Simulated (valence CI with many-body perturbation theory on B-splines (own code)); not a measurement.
## Valence orbitals of Ce X

Computed by relativistic CI+MBPT: three valence electrons over a frozen Dirac-Fock core [Kr] 4d10, radial functions for each j: 7 s, 7 p, 7 d, 7 f, 4 g, 2 h, with the one-electron correlation potential Σ1, the two-electron term Σ2, the three-electron term Σ3, Breit, model QED; selected CI, second order for the rest, scaled by the run's own slope (own B-spline code, finite nucleus).

No measured spectrum was set against this ion. As an estimate, levels hold to about 250 cm⁻¹ or 0.2 % of their energy and the worst to 1 %, as in measured heavy ions of charge 2 to 7; those with d or f electrons hold less well.

These are the spectroscopic orbitals of the CI (the correlating ones are not listed), shaped by the core and the other valence electrons. h is the expectation value of the core's Dirac-Fock operator, without the valence repulsion; Σ1 is computed up to l = 3 at one energy for each symmetry, that of its lowest orbital but kept below the first core excitation, so for empty shells it is not the orbital's own correlation shift; Breit and QED include the response of the core.

| Orbital | h (hartree) | Σ1 (cm⁻¹) | Breit (cm⁻¹) | QED (cm⁻¹) | ⟨r⟩ (bohr) |
| --- | --- | --- | --- | --- | --- |
| 5s1/2 | -6.9806 | -16537 | 606 | 593 | 1.380 |
| 6s1/2 | -3.9779 | -4698 | 255 | 242 | 2.436 |
| 7s1/2 | -2.5791 | -2009 | 123 | 117 | 3.820 |
| 5p1/2 | -6.2467 | -14862 | 944 | -18.6 | 1.471 |
| 6p1/2 | -3.6397 | -4311 | 386 | -8.0 | 2.615 |
| 7p1/2 | -2.3993 | -1964 | 199 | -4.1 | 4.051 |
| 5p3/2 | -6.079 | -13850 | 534 | 35.0 | 1.516 |
| 6p3/2 | -3.5664 | -4133 | 222 | 14.0 | 2.672 |
| 7p3/2 | -2.3602 | -1903 | 123 | 7.2 | 4.121 |
| 5d3/2 | -4.9176 | -10264 | 216 | -32.1 | 1.748 |
| 6d3/2 | -3.02 | -3600 | 100 | -14.4 | 3.041 |
| 7d3/2 | -2.059 | -1806 | 55.5 | -7.9 | 4.613 |
| 5d5/2 | -4.8874 | -10014 | 88.3 | -17.2 | 1.761 |
| 6d5/2 | -3.0058 | -3536 | 41.5 | -7.7 | 3.057 |
| 7d5/2 | -2.051 | -1778 | 23.9 | -4.3 | 4.633 |
| 4f5/2 | -6.2629 | -23157 | -433 | -84.5 | 0.9027 |
| 5f5/2 | -3.5781 | -5796 | -74.6 | -20.1 | 2.238 |
| 4f7/2 | -6.2504 | -22801 | -652 | -70.7 | 0.9070 |
| 5f7/2 | -3.5728 | -5767 | -128 | -16.2 | 2.242 |
| 5g7/2 | -2.8513 |  | -5.6 | -0.2 | 2.634 |
| 5g9/2 | -2.8515 |  | -7.0 | 0.1 | 2.634 |

Among the shells of the start configuration 5s2 5p1, Σ1 is largest in size for 5s1/2, where it is 1.1 % of h.

Lowest root of each symmetry, sizes in configuration state functions:

```csv
J,Parity,Roots,Reference,Variational,Second order,Change by selected CI (cm⁻¹),Change by second order (cm⁻¹)
1/2,even,9,65,6446,14896,-1431,0
3/2,even,13,108,10121,27712,-1083,-1
5/2,even,15,123,12289,36423,-1422,-1
7/2,even,12,105,12121,33577,-1815,-1
9/2,even,9,77,10461,33237,-1991,-1
11/2,even,5,43,8167,24426,-1773,-2
13/2,even,3,22,5829,17919,-2682,-2
1/2,odd,18,97,7756,12882,-2286,0
3/2,odd,30,170,12720,24138,-2248,-1
5/2,odd,35,196,15587,31808,-2766,-2
7/2,odd,32,187,15741,33511,-2776,-2
9/2,odd,24,146,13428,31361,-2090,-1
11/2,odd,16,99,10251,25471,-2462,-2
13/2,odd,8,54,6474,19693,-2804,-2
15/2,odd,4,27,3605,13419,-2587,-2
17/2,odd,1,8,1466,7210,-4608,-3
```
